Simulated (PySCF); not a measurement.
Isomers C$_{7}$H$_{5}$F$_{3}$N$_{2}$:

A. `InChI=1S/C7H5F3N2/c1-5(3-11)6(4-12)2-7(8,9)10/h2H2,1H3/b6-5+`
B. `InChI=1S/C7H5F3N2/c1-5(2-3-11)6(4-12)7(8,9)10/h2H2,1H3/b6-5+`
C. SMILES CC/C(C#N)=C(/C#N)C(F)(F)F

Spectrum 1. 1H NMR (500 MHz, computed): δ 2.79 (q, 2H), 1.38 (t, 3H). 13C{1H} NMR (computed): δ 152.7 (C), 130.2 (C), 123.8 (C), 121.0 (C), 116.8 (C), 32.7 (CH2), 17.1 (CH3).

Spectrum 2. 1H NMR (500 MHz, computed): δ 3.61 (s, 2H), 2.63 (s, 3H). 13C{1H} NMR (computed): δ 172.3 (C), 130.4 (C), 118.7 (C), 117.2 (C), 114.2 (C), 29.2 (CH2), 20.8 (CH3).

Spectrum 3. 1H NMR (500 MHz, computed): δ 3.34 (m, 2H), 2.54 (s, 3H). 13C{1H} NMR (computed): δ 140.9 (C), 133.3 (C), 125.5 (C), 121.2 (C), 120.8 (C), 43.8 (CH2), 24.8 (CH3).

Level of theory: shielding tensors at PBE0/pcSseg-1 (GIAO), coordinates at the GFN2-xTB level, in PySCF (one averaged value for each set of equivalent atoms, non-relativistic Hamiltonian, isolated molecule, single conformer).

δ = σ(ref) − σ, references computed at the same level: 1H (31.72 ppm) and 13C (186.93 ppm) vs TMS. Splittings of carbon signals by F and P are missing where no couplings were computed. Where no couplings were computed, multiplicities follow the n + 1 count of equivalent neighbours, and m marks all less simple cases (inequivalent or close neighbours, rings, F or P nearby). Shifts are as computed. Against solution values, carbons near 30 ppm lie about +3 ppm off and those near 130 ppm about +5 ppm. Of 1211 compounds with measured shifts, 218 miss one by over three times the rms of a fit or turn the order of signals round; such compounds aren't used in these exercises.

Problem. Which spectrum belongs to which compound?

Solution. 1–C, 2–B, 3–A.

- Spectrum 1 (C): 7 13C signals; δC 152.7 is a fully substituted alkene carbon; δC 130.2 is a CF3 carbon.
- Spectrum 2 (B): 7 13C signals; δC 130.4 is a CF3 carbon; δC 118.7 is a nitrile carbon.
- Spectrum 3 (A): 7 13C signals; δC 140.9 is a fully substituted alkene carbon; δC 133.3 is a CF3 carbon.
